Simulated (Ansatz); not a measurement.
A structure relaxed at PBE-D4/def2-SVP in Ansatz, charge 0, singlet:

```xyz
56

Zn    2.370    1.232    1.912
Zn   -1.381   -0.261    4.611
Zn   -0.473    2.287    4.330
Zn   -0.082    3.284   -0.019
Zn   -3.283    1.454    2.433
Zn    2.346   -3.194    1.763
Zn    4.544   -1.801   -0.565
Zn    2.450    1.213   -1.822
Zn    2.778   -3.625   -1.543
Zn   -0.528   -0.639   -0.008
Zn   -3.381    1.487   -3.098
Zn   -0.878   -0.453   -4.224
Zn   -1.199    2.986   -3.721
S     0.949    0.301    3.724
S     3.356   -1.051    1.477
S     0.441   -2.965    3.512
S     0.931    1.126    0.014
S    -1.839   -0.520    2.013
S    -1.388    2.865    2.101
S    -2.123    2.905   -1.382
S    -4.472    1.140    0.147
S     0.782   -2.662   -0.089
S     2.843   -1.189   -2.316
S     0.600    1.291   -3.539
S     0.266   -2.727   -3.717
S    -1.913   -0.410   -1.969
H     3.373    2.348    2.327
H    -1.650   -1.546    5.446
H     0.147    3.390    5.240
H    -1.891    1.327    4.683
H     0.585    4.684   -0.152
H    -4.454    1.495    3.467
H     2.947   -4.609    2.039
H     6.030   -1.401   -0.806
H     3.928   -3.423   -0.348
H     3.652    2.173   -2.062
H     2.379   -4.778   -2.507
H    -4.916    1.261   -3.002
H    -1.656   -0.709   -5.554
H    -0.908    4.381   -4.353
H    -2.301    1.777   -4.338
H     1.754    0.601    4.782
H     4.425   -1.116    2.318
H     1.128   -2.744    4.666
H     0.465   -4.321    3.698
H    -2.691   -1.580    1.978
H    -1.873    4.092    2.439
H    -2.509    4.204   -1.528
H    -4.994    2.376   -0.085
H    -5.602    0.730    0.804
H    -0.107   -3.692   -0.107
H     3.865   -1.045   -3.206
H     1.237    1.607   -4.700
H     1.283   -2.752   -4.621
H    -0.592   -3.342   -4.589
H    -2.773   -1.464   -1.954
```

(1) Give its formula and point group.

(2) Summarise the bond lengths by kind (pairs closer than 1.2 times the sum of covalent radii, bridged metal pairs left out).

Results:

(1) Zn₁₃H₃₀S₁₃. Point group C3 (tolerance 0.1 Å).

(2) 34 × S–Zn 2.29 to 2.65 Å; 18 × H–Zn 1.55 to 1.75 Å; 15 × H–S 1.36 to 1.37 Å.

Single mean-field runs in def2-SVP are fitted with def2-universal-jkfit.
